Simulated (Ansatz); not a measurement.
# Molecular dynamics of Cl2H4O2Si2

Input file:

```yaml
crystal:
  periodic: [false, false, false]
  atoms:
    - { symbol: Si, position_ang: [-0.068999, 0.02138, 0.255182] }
    - { symbol: O, position_ang: [0.498037, 0.528902, 1.686306] }
    - { symbol: H, position_ang: [-0.008994, 1.102032, 2.240335] }
    - { symbol: Cl, position_ang: [1.540737, -0.519724, -0.877412] }
    - { symbol: Cl, position_ang: [-1.070934, 1.561273, -0.662358] }
    - { symbol: O, position_ang: [-1.073042, -1.222584, 0.394411] }
    - { symbol: Si, position_ang: [-1.826857, -2.690603, 0.296329] }
    - { symbol: H, position_ang: [-2.015442, -3.217795, 1.662417] }
    - { symbol: H, position_ang: [-3.137346, -2.512705, -0.359099] }
    - { symbol: H, position_ang: [-0.991759, -3.620177, -0.49041] }
basis:
  gaussian: { orbitals: def2-SVP }
hamiltonian:
  xc: hf
md:
  timestep: 4.0
  n_steps: 40
  ensemble: nvt_langevin
  temperature: 1000.0
  initial_velocities: maxwell_boltzmann
  seed: 542040
  friction: 0.02
```

Launched with:

```bash
$ ansatz run input.yaml --threads 4 --pin off --max-ram 5120MiB --backend cpu --events-out ev --progress --plain --runs-dir out
```

It starts from a relaxed structure.

Output, in part (step lines, the closing report, with atoms numbered from 0):

```
md step     0: t =     0.00 fs  T =   900.0 K  F+E_penalty+E_count = -44860.18859753 eV  E_kin = 1.163340 eV  (27 SCF iters)
md step     1: t =     4.00 fs  T =  1629.0 K  F+E_penalty+E_count = -44859.36327970 eV  E_kin = 2.105629 eV  (28 SCF iters)
md step     2: t =     8.00 fs  T =  2239.0 K  F+E_penalty+E_count = -44852.90799275 eV  E_kin = 2.894120 eV  (49 SCF iters)
md step     3: t =    12.00 fs  T =   728.3 K  F+E_penalty+E_count = -44851.37317178 eV  E_kin = 0.941356 eV  (50 SCF iters)
md step     4: t =    16.00 fs  T =   671.2 K  F+E_penalty+E_count = -44851.26015240 eV  E_kin = 0.867638 eV  (58 SCF iters)
md step     5: t =    20.00 fs  T =  1870.6 K  F+E_penalty+E_count = -44852.79844716 eV  E_kin = 2.417926 eV  (60 SCF iters)
md step     6: t =    24.00 fs  T =  5610.7 K  F+E_penalty+E_count = -44859.07039644 eV  E_kin = 7.252408 eV  (29 SCF iters)
md step     7: t =    28.00 fs  T = 33877.4 K  F+E_penalty+E_count = -44855.33197979 eV  E_kin = 43.789976 eV  (31 SCF iters)
md step     8: t =    32.00 fs  T = 65618.4 K  F+E_penalty+E_count = -44846.49149578 eV  E_kin = 84.818289 eV  (86 SCF iters)
md step     9: t =    36.00 fs  T = 55311.2 K  F+E_penalty+E_count = -44844.91042259 eV  E_kin = 71.495272 eV  (73 SCF iters)
md step    10: t =    40.00 fs  T = 48351.4 K  F+E_penalty+E_count = -44845.61621611 eV  E_kin = 62.498995 eV  (232 SCF iters)
md step    11: t =    44.00 fs  T = 58594.2 K  F+E_penalty+E_count = -44838.15179735 eV  E_kin = 75.738801 eV  (72 SCF iters)
md step    12: t =    48.00 fs  T = 108677.4 K  F+E_penalty+E_count = -44839.96557977 eV  E_kin = 140.476427 eV  (62 SCF iters)
md step    13: t =    52.00 fs  T = 92191.3 K  F+E_penalty+E_count = -44839.36368225 eV  E_kin = 119.166537 eV  (48 SCF iters)
md step    14: t =    56.00 fs  T = 79054.6 K  F+E_penalty+E_count = -44837.21146019 eV  E_kin = 102.185992 eV  (49 SCF iters)
md step    15: t =    60.00 fs  T = 70014.4 K  F+E_penalty+E_count = -44837.72777851 eV  E_kin = 90.500561 eV  (49 SCF iters)
md step    16: t =    64.00 fs  T = 57951.9 K  F+E_penalty+E_count = -44837.83848023 eV  E_kin = 74.908571 eV  (51 SCF iters)
md step    17: t =    68.00 fs  T = 50404.9 K  F+E_penalty+E_count = -44838.93567758 eV  E_kin = 65.153427 eV  (53 SCF iters)
md step    18: t =    72.00 fs  T = 42585.5 K  F+E_penalty+E_count = -44840.96237332 eV  E_kin = 55.046050 eV  (52 SCF iters)
md step    19: t =    76.00 fs  T = 37413.7 K  F+E_penalty+E_count = -44842.46312902 eV  E_kin = 48.360930 eV  (49 SCF iters)
md step    20: t =    80.00 fs  T = 32085.8 K  F+E_penalty+E_count = -44842.26202266 eV  E_kin = 41.474112 eV  (46 SCF iters)
md step    21: t =    84.00 fs  T = 27879.5 K  F+E_penalty+E_count = -44842.85783062 eV  E_kin = 36.036995 eV  (47 SCF iters)
md step    22: t =    88.00 fs  T = 24244.1 K  F+E_penalty+E_count = -44842.17581761 eV  E_kin = 31.337943 eV  (45 SCF iters)
md step    23: t =    92.00 fs  T = 23177.7 K  F+E_penalty+E_count = -44839.67973570 eV  E_kin = 29.959553 eV  (46 SCF iters)
md step    24: t =    96.00 fs  T = 18049.7 K  F+E_penalty+E_count = -44837.56877634 eV  E_kin = 23.331049 eV  (42 SCF iters)
md step    25: t =   100.00 fs  T = 14273.6 K  F+E_penalty+E_count = -44836.52568217 eV  E_kin = 18.449992 eV  (46 SCF iters)
md step    26: t =   104.00 fs  T = 11902.7 K  F+E_penalty+E_count = -44836.10587288 eV  E_kin = 15.385424 eV  (46 SCF iters)
md step    27: t =   108.00 fs  T = 10998.6 K  F+E_penalty+E_count = -44835.96180491 eV  E_kin = 14.216747 eV  (45 SCF iters)
md step    28: t =   112.00 fs  T = 10109.7 K  F+E_penalty+E_count = -44836.53022416 eV  E_kin = 13.067827 eV  (49 SCF iters)
md step    29: t =   116.00 fs  T = 10037.5 K  F+E_penalty+E_count = -44837.20231133 eV  E_kin = 12.974515 eV  (44 SCF iters)
md step    30: t =   120.00 fs  T =  9817.6 K  F+E_penalty+E_count = -44839.31447456 eV  E_kin = 12.690181 eV  (41 SCF iters)
md step    31: t =   124.00 fs  T = 10245.9 K  F+E_penalty+E_count = -44842.13456310 eV  E_kin = 13.243906 eV  (47 SCF iters)
md step    32: t =   128.00 fs  T = 82353.2 K  F+E_penalty+E_count = -44825.40091383 eV  E_kin = 106.449792 eV  (44 SCF iters)
md step    33: t =   132.00 fs  T = 320325.8 K  F+E_penalty+E_count = -44828.24600184 eV  E_kin = 414.053086 eV  (114 SCF iters)
md step    34: t =   136.00 fs  T = 275464.4 K  F+E_penalty+E_count = -44830.73071531 eV  E_kin = 356.065264 eV  (60 SCF iters)
md step    35: t =   140.00 fs  T = 236181.7 K  F+E_penalty+E_count = -44829.29032002 eV  E_kin = 305.288438 eV  (106 SCF iters)
md step    36: t =   144.00 fs  T = 199261.0 K  F+E_penalty+E_count = -44828.18119535 eV  E_kin = 257.564810 eV  (60 SCF iters)
md step    37: t =   148.00 fs  T = 168377.6 K  F+E_penalty+E_count = -44826.86902804 eV  E_kin = 217.644898 eV  (59 SCF iters)
md step    38: t =   152.00 fs  T = 140912.4 K  F+E_penalty+E_count = -44825.98601278 eV  E_kin = 182.143384 eV  (66 SCF iters)
md step    39: t =   156.00 fs  T = 119860.1 K  F+E_penalty+E_count = -44826.12656477 eV  E_kin = 154.931159 eV  (69 SCF iters)
md step    40: t =   160.00 fs  T = 104647.2 K  F+E_penalty+E_count = -44826.65085471 eV  E_kin = 135.266967 eV  (340 SCF iters)
Total energy: -44826.65085471 eV, -1647.3490343152 hartree
Atom 0 at    -1.789112     0.346089     0.261247 Å, force    -3.194514    -2.586893     2.619792 eV/Å
Atom 1 at    -1.520723     0.096067     1.802088 Å, force    -0.419541     1.775354    -4.640781 eV/Å
Atom 2 at    56.409224   -18.746149   -15.361248 Å, force    -0.000358    -0.002886     0.003220 eV/Å
Atom 3 at     1.443352    -0.384283    -0.604557 Å, force    -2.966050    -0.086394    -1.130613 eV/Å
Atom 4 at    -2.129783     1.930688    -1.330783 Å, force     1.258339    -1.344821     1.799199 eV/Å
Atom 5 at    -2.672822    -0.825342    -0.695233 Å, force     6.670362     2.720327    -0.727404 eV/Å
Atom 6 at    -1.030961    -0.720349    -2.086354 Å, force    -1.348013    -0.477335     2.078866 eV/Å
Atom 7 at   -47.408042   -16.990115    44.414277 Å, force     0.000843     0.000303    -0.000934 eV/Å
Atom 8 at     1.100925     0.486837    -9.434843 Å, force    -0.001421    -0.000544     0.001874 eV/Å
Atom 9 at    53.089015   -45.812911    14.812066 Å, force     0.000352     0.002889    -0.003219 eV/Å
Dipole moment:    -1.055753    -0.418145    -0.571468 e Å
```

All steps were run. The temperature shot up to 320000 K, far beyond the bath's, so the integration failed: the time step of 4 fs is too long for the fastest motions that this run met, and the later frames carry no physical meaning.

Parted: Si1–Cl4 2.04 → 3.43 Å, O2–H3 0.94 → 63.29 Å, Si7–H8 1.48 → 67.66 Å, Si7–H9 1.48 → 7.75 Å, Si7–H10 1.48 → 72.44 Å. It ends as Cl + ClO2Si2 + H + H + H + H. Pairs count as bonded within 1.25 times the sum of covalent radii (0.12 Å more for H–H).

Last frame:

```xyz
10
Properties=species:S:1:pos:R:3
Si -1.789 0.346 0.261
O -1.521 0.096 1.802
H 56.409 -18.746 -15.361
Cl 1.443 -0.384 -0.605
Cl -2.130 1.931 -1.331
O -2.673 -0.825 -0.695
Si -1.031 -0.720 -2.086
H -47.408 -16.990 44.414
H 1.101 0.487 -9.435
H 53.089 -45.813 14.812
```

Time of the run: 43 s on 4 threads of Arm Neoverse V2, on a shared host, peak memory 0.38 GiB.
